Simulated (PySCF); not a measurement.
All values below come from B3LYP-D3(BJ)/def2-TZVP (PySCF 2.14.0). All species are isolated molecules in the gas phase. One relaxed conformer stands for a flexible species; it need not be the lowest. B3LYP has the VWN-RPA correlation part, as in Gaussian. Excitations are Tamm–Dancoff values on a coarser integration grid. The basis has no diffuse functions, so Rydberg states are missing or too high.

Reference species (SMILES): `C/C=C/O` (C–C–O–H torsion 180°) (neutral, multiplicity 1).

```yaml
S1–T1 gap (TDA): 1.34 eV
S1 oscillator strength: 0.000
```

Changed species: `C1COC1`.

Q: What does the change do to the S1–T1 gap (TDA) and S1 oscillator strength?

A: the S1–T1 gap (TDA) decreases by 0.94 eV, to 0.40 eV; the S1 oscillator strength is nearly the same.
